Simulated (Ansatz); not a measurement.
Cost and result up the ladder for ReO3Cl (ReClO3) (5 atoms). The state is a singlet with charge 0. Geometry: PBE-D4/def2-SVP.

```
atom    x (Å)    y (Å)    z (Å)
 Re1   0.0525  -0.0358  -0.0687
  O2  -0.5054   0.5108  -1.5958
  O3   1.6886   0.4445   0.1171
  O4  -0.0180  -1.7494  -0.0447
 Cl5  -1.2177   0.8299   1.5920
```

Ansatz on 4 threads of Intel Xeon Platinum 8259CL on a shared host. Times are rough, and most runs start from the orbitals of an earlier one. CAM-B3LYP-D4/def2-TZVP serves as the yardstick here, not as an exact answer. Differences are given only for rows in sets of like size (and for xTB, whose basis is part of the method), since another set adds its own error. Binding counts from free atoms at the same level (Re sextet, O triplet, Cl doublet; other spins of the atoms weren't run), without zero-point energy or a counterpoise term.

In the def2 sets Re takes a core potential; there is no spin–orbit coupling. B3LYP takes the VWN-RPA correlation. HSE06 is defined as in plane-wave codes, on full-range PBE exchange. Correlated methods freeze 8 core orbitals; core or outer-core shells of Re are correlated, in sets that lack core-valence functions.

Second-order perturbation terms are unreliable where d shells bring near-degenerate states, and here MP2/def2-TZVP lies more than 0.4 eV from the median of the functionals without such a term.

Correlated methods converge slowly with the basis.

| level | functions | binding energy per atom (eV) | difference from CAM-B3LYP-D4/def2-TZVP (eV) | remarks |
| --- | --- | --- | --- | --- |
| B3LYP-D4/def2-TZVP | 170 | 4.48 | 0.08 | – |
| PBE-QIDH/def2-TZVP | 170 | 4.44 | 0.04 | test for broken spin undecided |
| PBE-D4/def2-SVP | 92 | 5.02 | – | – |
| PBE-D4/def2-TZVP | 170 | 5.05 | 0.65 | – |
| LDA (SPW92)/def2-TZVP | 170 | 5.82 | 1.42 | – |
| CCSD(T)/def2-TZVPP | 191 | 4.41 | 0.01 | test for broken spin undecided |
| PBE0-D4/def2-TZVP | 170 | 4.44 | 0.04 | – |
| HSE06-D4/def2-TZVP | 170 | 4.45 | 0.05 | – |
| PBE-D4/def2-TZVPD | 209 | 5.04 | 0.64 | – |
| RPA@PBE/def2-TZVP | 170 | 4.21 | -0.19 | – |
| r2SCAN-D4/def2-TZVP (with forces) | 170 | 4.70 | 0.30 | – |
| CAM-B3LYP-D4/def2-TZVP | 170 | 4.40 | 0.00 | – |
| PBE0-D4/def2-TZVPD | 209 | 4.44 | 0.04 | – |
| MP2/def2-TZVP | 170 | 5.08 | 0.68 | test for broken spin undecided |

(1) Estimate how long each takes.

## Answers

(1) PBE-D4/def2-SVP 0.75 s; LDA (SPW92)/def2-TZVP 0.8 s; PBE-D4/def2-TZVP 1.2 s; B3LYP-D4/def2-TZVP 1.6 s; PBE-D4/def2-TZVPD 1.9 s; PBE0-D4/def2-TZVP 1.9 s; HSE06-D4/def2-TZVP 1.9 s; MP2/def2-TZVP 1.9 s; CAM-B3LYP-D4/def2-TZVP 2.1 s; PBE0-D4/def2-TZVPD 2.7 s; r2SCAN-D4/def2-TZVP (with forces) 2.9 s; RPA@PBE/def2-TZVP 3 s; PBE-QIDH/def2-TZVP 3.7 s; CCSD(T)/def2-TZVPP 26 s. On shared hardware such times vary by a factor of up to 3.
